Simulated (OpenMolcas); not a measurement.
A ladder of methods for CH3BCl2O (methoxydichloroborane)

CH3BCl2O: 8 atoms, total charge 0, spin state singlet. SMILES: `COB(Cl)Cl`. The coordinates come from a PBE0-D4/def2-TZVP relaxation.

Each level gives the vertical energy of the triplet above the singlet (eV). The values are calculated.

| level | kind | program | value (eV) | CPU time (all runs) |
| --- | --- | --- | --- | --- |
| SVWN5/def2-SVP | LDA | OpenMolcas | 6.47 | 1.7 min |
| BLYP/def2-SVP | GGA | OpenMolcas | 6.40 | 3.3 min |
| PBE/def2-SVP | GGA | OpenMolcas | 6.39 | 2.8 min |
| revPBE/def2-SVP | GGA | OpenMolcas | 6.40 | 2.9 min |
| M06-L/def2-SVP | meta-GGA | OpenMolcas | 6.90 | 4.2 min |
| B3LYP/def2-SVP | global hybrid | OpenMolcas | 6.83 | 2.5 min |
| M06-2X/def2-SVP | hybrid meta-GGA | OpenMolcas | 7.43 | 3.7 min |
| PBE0/def2-SVP | global hybrid | OpenMolcas | 6.90 | 2.4 min |

The values span 6.39 to 7.43 eV. A triplet this far above the singlet is often a Rydberg-like or dissociative state; sets without diffuse functions put Rydberg states too high. The upper state's dipole differs much between rows, so they may not all be the same state. Times are those of the runs behind each value, whatever else they computed, on shared processors of several kinds: orders of magnitude only.
